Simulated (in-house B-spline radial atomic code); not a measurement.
A fraction x of an electron is removed from 3d in Rh II (Rh+), starting from [Kr] 4d8 and keeping the highest spin. Level of theory: scalar-relativistic (X2C) OLYP, spin-polarised, spherical fractional occupations, Fermi nucleus of rms radius 4.4945 fm; calculated with a B-spline radial code for spherical atoms.

```csv
x,E(x) - E(0) (eV),3d down level (eV)
0,0.0000,-308.852
0.09,27.9297,-311.813
0.23,71.9092,-316.477
0.37,?,?
0.47,148.8383,-324.631
0.5,158.5927,-325.663
0.52,165.1129,-326.354
0.69,221.0946,-332.271
0.87,?,?
0.89,288.2543,-339.346
1,325.7989,-343.289
```

What belongs in the row x = 0.37?

An energy change of 116.5465 eV; 3d down at -321.210 eV.

What belongs in the row x = 0.87?

An energy change of 281.4745 eV; 3d down at -338.633 eV.

Check Janak's theorem between x = 0.09 and 0.23.

The slope of the energy is 314.14 eV; the orbital levels give 314.14 eV (-ε of the emptying orbital, averaged over the two points).
